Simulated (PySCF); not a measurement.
**Working out the ionisation energy of Ti**

Ti [Ar] 3d2 4s2 (3F) → Ti⁺ [Ar] 3d2 4s1 (4F). All numbers are calculated (PySCF 2.14, no relativity, point nucleus, in aug-cc-pVTZ (8s7p5d3f2g, 93 functions)). Frozen: [Ar]. Energies in hartree (1 hartree = 27.21139 eV):

| part | Ti (lower) | Ti⁺ (upper) |
| --- | --- | --- |
| UHF | -848.412957 | -848.209923 |
| MP2 opposite-spin | -0.030378 | 0.000000 |
| MP2 same-spin | -0.010560 | -0.011039 |

Problem. What does Hartree-Fock give?

Solution. (-848.209923) − (-848.412957) = 0.203034 hartree = 5.525 eV.

Problem. What do MP2 and SCS-MP2 (6/5 opposite-spin, 1/3 same-spin) give?

Solution. The opposite-spin parts differ by 0.827 eV and the same-spin parts by -0.013 eV. MP2: 5.525 + (0.827) + (-0.013) = 6.339 eV. SCS-MP2: 5.525 + 1.2 × (0.827) + (-0.013)/3 = 6.513 eV.

Measured between the centres of the two terms (NIST): 6.828 eV, so MP2 (valence) is off by -0.489 eV.

The calculation is non-relativistic.

What remains against the reference includes basis incompleteness, the frozen core and correlation beyond second order.
